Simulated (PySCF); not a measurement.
Harmonic spectrum computed at PBE0 in the def2-TZVP basis family (core potentials from Rb on, PySCF, no spin–orbit coupling):

```json
{"ω (cm⁻¹)": "817", "IR (km/mol)": "78.3"}
{"ω (cm⁻¹)": "1037", "IR (km/mol)": "7.0"}
{"ω (cm⁻¹)": "2677", "IR (km/mol)": "2.8"}
```

**Question.** Which molecule gave it? In each, all ligands are bound to the one heavy central atom.
A. SnHF (singlet)
B. SiHF (singlet)
C. SHF (singlet)
D. AsHF (doublet)
E. AlHF (doublet)

**Answer.** C. It has Cs symmetry with S–F 1.616 Å, S–H 1.347 Å.
